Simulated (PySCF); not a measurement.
# Löwdin shares of the frontier orbitals

Compound: C7H11NS.
Structure used (PBE0-D3(BJ)/def2-SVP), in Å, numbered top down from 1:
```xyz
20
C7H11NS angstrom
C      1.530    1.105    0.074
C      1.821   -0.157    0.420
C      1.146   -1.361   -0.073
C      1.591   -2.585    0.259
C     -0.065   -1.203   -0.956
N     -1.179   -0.631   -0.234
C     -1.921    0.419   -0.621
C     -2.988    0.805    0.366
S     -1.688    1.253   -2.033
H      2.104    1.937    0.488
H      0.730    1.358   -0.630
H      2.642   -0.339    1.123
H      2.471   -2.716    0.895
H      1.099   -3.490   -0.107
H     -0.351   -2.182   -1.374
H      0.130   -0.527   -1.804
H     -1.389   -1.048    0.666
H     -3.626    1.588   -0.056
H     -3.609   -0.065    0.635
H     -2.521    1.187    1.290
```

Method used: PySCF, TDDFT PBE0/def2-SVPD, vertical, gas phase, core orbitals frozen in the response.

Kohn–Sham orbitals with the atoms that hold most of them (Löwdin shares over 4%, at most four atoms; ? is withheld):

```
orbital  ε (eV)                           atoms
 LUMO+2    0.39   H17 18%, C8 14%, C4 8%, S9 8%
 LUMO+1   -0.78   C7 27%, S9 21%, N6 12%, C1 7%
   LUMO       ?   C4 20%, C1 16%, C3 14%, S9 9%
   HOMO   -6.08                               ?
 HOMO-1   -6.75                               ?
 HOMO-2   -7.09  C1 26%, C4 23%, C2 20%, C3 16%
 HOMO-3   -9.15  N6 16%, C3 12%, C7 12%, C2 11%
```

**Question.** Which atoms hold the HOMO, and with what shares?

**Answer.** S9 (bonded to C) 73%; C7 (bonded to C, N and S) 10%; C8 (bonded to C and 3 H) 4%. By element: sulfur 73%, carbon 15% or more.

**Question.** Which atoms hold the HOMO-1, and with what shares?

**Answer.** S9 (bonded to C) 52%; N6 (bonded to 2 C and H) 21%; C7 (bonded to C, N and S) 16%.

**Question.** What is the LUMO energy, and the HOMO–LUMO gap?

**Answer.** ε(LUMO) = -1.27 eV; the gap is 4.81 eV (0.1767 hartree).

**Question.** The HOMO–LUMO gap is 4.81 eV. Where does the response calculation put the lowest singlet, and from which orbitals?

**Answer.** S1 is at 3.44 eV (f = 0.0024), 1.37 eV below the gap, made of HOMO→LUMO (54%), HOMO→LUMO+1 (44%). 

**Question.** One configuration dominates each of S3 and S5. Which, and how do the shares of the two leading atoms of either orbital change from the occupied to the empty one?

**Answer.** 
- S3 (4.62 eV, f 0.034), HOMO-1→LUMO (93%): S9 52% → 9%, N6 21% → at most 10%, C4 at most 4% → 20%, C1 at most 4% → 16%
- S5 (5.30 eV, f 0.169), HOMO-1→LUMO+1 (76%): S9 52% → 21%, N6 21% → 12%, C7 16% → 27%

Löwdin shares depend on the basis, the more so with diffuse functions.

Time: 8.1 min. Hardware: x86-64 server, one thread, no GPU (shared host).

One conformer stands for the species.
